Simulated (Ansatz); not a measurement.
Two isomers of CH6OS2Si: A = `OC([SiH3])(S)S`, B = `SCO[SiH2]S`.

Gas-phase electronic energies from Ansatz, PBE0-D4/def2-TZVP geometries. CCSD(T)/CBS adds triple-zeta CCSD(T) − MP2 to the extrapolated MP2 energy (def2 sets, frozen cores). Functionals use def2-TZVPP. B3LYP here is the variant with VWN-RPA as its local correlation; programs differ in this. One conformer a species, not always the lowest.

Q: Which is lower in electronic energy at CCSD(T)/CBS, and by how much? (Best estimate.)

A: Ansatz gave: B, by 53.9 kcal/mol.

Q: Give E(B) − E(A) in kcal/mol with MP2/def2-TZVPP, B2PLYP, r2SCAN-D4, CCSD(T)/def2-TZVPP, PBE-D4, B3LYP, PBE0-D4. (Estimate.)

A: Computed: MP2/def2-TZVPP -54.3, B2PLYP -55.7, r2SCAN-D4 -54.4, CCSD(T)/def2-TZVPP -54.0, PBE-D4 -50.6, B3LYP -56.0, PBE0-D4 -53.2. None reverses the order clearly.

Largest T1 diagnostic: 0.013.

The D4 term adds +1.2 kcal/mol with B3LYP and +0.5 kcal/mol with PBE0; it sums over pairs of atoms, weighted by their polarisabilities, and B3LYP, whose exchange is more repulsive, gets the larger term. In def2-TZVPP, CCSD(T) changes the Hartree–Fock value by +8.0 kcal/mol (the triples alone add +1.5 kcal/mol) and MP2 by +7.7 kcal/mol.
